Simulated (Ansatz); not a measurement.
Relaxation of C2H4AlFOS (10 atoms, charge 0, multiplicity 1), to a largest force component of 0.02 eV/Å in at most 40 steps.

Computed with Ansatz 0.2.0, RKS B3LYP/STO-3G.

```xyz
10
Properties=species:S:1:pos:R:3:forces:R:3
F -1.806 -0.343 1.290 -1.93 -0.40 1.77
C -0.944 -0.128 0.254 -0.70 0.89 -0.57
C 0.429 -0.542 0.737 4.39 0.81 2.19
O 1.545 -0.357 -0.222 -0.96 2.07 -1.58
Al 0.966 1.088 -1.195 -1.58 -2.26 0.23
S -0.973 1.643 -0.268 1.63 0.32 -0.91
H -1.225 -0.773 -0.590 -0.30 -0.57 -0.83
H 0.471 -1.600 1.029 -0.39 -0.62 0.07
H 0.729 0.051 1.707 -1.02 -0.88 -1.32
H 0.890 0.910 -2.738 0.87 0.64 0.95
```

Q: Where does it end, and by what steps?

A: The run converged. Limits of this set-up: minimal basis. After 17 steps the energy has fallen by 1.535 eV; S6 moved furthest, 1.41 Å.

```json
{"step": "0", "energy less start (eV)": "0.0000", "largest force component (eV/Å)": "4.388", "accepted": "yes"}
{"step": "1", "energy less start (eV)": "-0.8636", "largest force component (eV/Å)": "1.503", "accepted": "yes"}
{"step": "2", "energy less start (eV)": "-1.1440", "largest force component (eV/Å)": "0.609", "accepted": "yes"}
{"step": "3", "energy less start (eV)": "-1.2664", "largest force component (eV/Å)": "0.525", "accepted": "yes"}
{"step": "4", "energy less start (eV)": "-1.3760", "largest force component (eV/Å)": "0.385", "accepted": "yes"}
{"step": "5", "energy less start (eV)": "-1.4370", "largest force component (eV/Å)": "0.295", "accepted": "yes"}
{"step": "6", "energy less start (eV)": "-1.4723", "largest force component (eV/Å)": "0.260", "accepted": "yes"}
{"step": "7", "energy less start (eV)": "-1.4864", "largest force component (eV/Å)": "0.216", "accepted": "yes"}
{"step": "8", "energy less start (eV)": "-1.4966", "largest force component (eV/Å)": "0.191", "accepted": "yes"}
{"step": "9", "energy less start (eV)": "-1.4885", "largest force component (eV/Å)": "0.750", "accepted": "no"}
{"step": "10", "energy less start (eV)": "-1.5074", "largest force component (eV/Å)": "0.050", "accepted": "yes"}
{"step": "11", "energy less start (eV)": "-1.5156", "largest force component (eV/Å)": "0.171", "accepted": "yes"}
{"step": "12", "energy less start (eV)": "-1.5154", "largest force component (eV/Å)": "0.554", "accepted": "no"}
{"step": "13", "energy less start (eV)": "-1.5220", "largest force component (eV/Å)": "0.103", "accepted": "yes"}
{"step": "14", "energy less start (eV)": "-1.5275", "largest force component (eV/Å)": "0.144", "accepted": "yes"}
{"step": "15", "energy less start (eV)": "-1.5341", "largest force component (eV/Å)": "0.078", "accepted": "yes"}
{"step": "16", "energy less start (eV)": "-1.5344", "largest force component (eV/Å)": "0.068", "accepted": "yes"}
{"step": "17", "energy less start (eV)": "-1.5351", "largest force component (eV/Å)": "0.010", "accepted": "yes"}
```

```xyz
10
Properties=species:S:1:pos:R:3
F -1.403 0.724 1.471
C -1.056 -0.153 0.423
C 0.469 -0.661 0.627
O 1.493 0.086 -0.086
Al 0.796 0.964 -1.379
S -1.286 0.659 -1.235
H -1.724 -1.051 0.478
H 0.500 -1.739 0.337
H 0.672 -0.614 1.722
H 1.622 1.734 -2.354
```

Whether the end is a true minimum wasn't checked by a vibrational analysis.

Time of the run: 48 s on 1 thread of Intel(R) Xeon(R) 6975P-C (Granite Rapids), with other jobs on the host, peak memory 0.19 GiB.
